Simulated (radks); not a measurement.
Results of a calculation; reference values are marked as such.
Question: Tl V, 77 electrons, occupied as [Kr] 4d10 4f14 5s1.75 5p6 5d9 6d0.25 (fractional occupations, a model configuration). Code: a radial shooting solver on a logarithmic mesh with Libxc functionals. Model: scalar-relativistic Kohn-Sham, PBEsol, spin-unpolarised, spherical densities, point nucleus. Some entries of the table are withheld. Estimate them.

orbital  occ.  eigenvalue (eV)  <r> (bohr)
1s          2        -85659.71     0.01631
2s          2        -15292.96     0.06875
2p          6        -13159.50     0.06236
3s          2        -3688.186      0.1776
3p          6        -3074.323      0.1793
3d         10        -2438.748      0.1625
4s          2        -861.5781      0.3917
4p          6        -660.3686      0.4177
4d         10              (1)      0.4398
5s       1.75        -179.9163      0.8728
4f         14        -163.8858      0.4669
5p          6        -124.4149      0.9962
5d          9              (2)       1.284
6s          0         -48.1370       2.042
6p          0         -35.7875       2.453
6d       0.25         -22.4036       3.391
5f          0              (3)       2.928

Answer: 
(1) 4d eigenvalue (eV): -424.7342
(2) 5d eigenvalue (eV): -61.6664
(3) 5f eigenvalue (eV): -19.1710
